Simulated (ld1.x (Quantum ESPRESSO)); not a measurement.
**An all-electron radial function and its pseudo partner (copper (Cu))**

Columns: radius, all-electron u(r) and pseudo u(r) of the 3p shell (level -77.31 eV) of copper in the configuration [Ne] 3s2 3p6 3d9 4s2 4p0; PBE, scalar-relativistic, TM semilocal scheme, ld1.x (Quantum ESPRESSO) 7.5.

```json
{"r (bohr)": "0.062", "all-electron": "0.4283", "pseudo": "-0.0332"}
{"r (bohr)": "0.125", "all-electron": "0.6588", "pseudo": "-0.1311"}
{"r (bohr)": "0.188", "all-electron": "0.4636", "pseudo": "-0.2824"}
{"r (bohr)": "0.250", "all-electron": "0.0694", "pseudo": "-0.4660"}
{"r (bohr)": "0.312", "all-electron": "-0.3513", "pseudo": "-0.6636"}
{"r (bohr)": "0.375", "all-electron": "-0.7141", "pseudo": "-0.8564"}
{"r (bohr)": "0.438", "all-electron": "-0.9792", "pseudo": "-1.0210"}
{"r (bohr)": "0.500", "all-electron": "-1.1446", "pseudo": "-1.1414"}
{"r (bohr)": "0.562", "all-electron": "-1.2287", "pseudo": "-1.2132"}
{"r (bohr)": "0.625", "all-electron": "-1.2498", "pseudo": "-1.2369"}
{"r (bohr)": "0.688", "all-electron": "-1.2244", "pseudo": "-1.2175"}
{"r (bohr)": "0.750", "all-electron": "-1.1689", "pseudo": "-1.1665"}
{"r (bohr)": "0.812", "all-electron": "-1.0950", "pseudo": "-1.0945"}
{"r (bohr)": "0.875", "all-electron": "-1.0097", "pseudo": "-1.0097"}
{"r (bohr)": "0.938", "all-electron": "-0.9205", "pseudo": "-0.9205"}
{"r (bohr)": "1.000", "all-electron": "-0.8331", "pseudo": "-0.8331"}
{"r (bohr)": "1.062", "all-electron": "-0.7488", "pseudo": "-0.7488"}
{"r (bohr)": "1.125", "all-electron": "-0.6681", "pseudo": "-0.6681"}
{"r (bohr)": "1.188", "all-electron": "-0.5932", "pseudo": "-0.5932"}
{"r (bohr)": "1.250", "all-electron": "-0.5258", "pseudo": "-0.5258"}
{"r (bohr)": "1.312", "all-electron": "-0.4646", "pseudo": "-0.4646"}
{"r (bohr)": "1.375", "all-electron": "-0.4086", "pseudo": "-0.4086"}
{"r (bohr)": "1.438", "all-electron": "-0.3585", "pseudo": "-0.3585"}
{"r (bohr)": "1.500", "all-electron": "-0.3146", "pseudo": "-0.3146"}
{"r (bohr)": "1.562", "all-electron": "-0.2756", "pseudo": "-0.2756"}
{"r (bohr)": "1.625", "all-electron": "-0.2407", "pseudo": "-0.2407"}
```

Question: How many radial nodes do the two functions have?

Answer: The all-electron 3p function has n − l − 1 = 1; the pseudo-wave has 0, since the states of the same l below it are removed with the core.

Question: At about which radius was the pseudo-wave matched?

Answer: 0.95 bohr. The columns agree to 0.0005 from 0.81 bohr on; several derivatives are matched, so the curves merge somewhat inside the radius.

Question: Is the pseudo-wave norm-conserving?

Answer: Yes: the TM semilocal scheme keeps the norm inside the radius equal to the all-electron one, which fixes the energy derivative of the logarithmic derivative at the level.
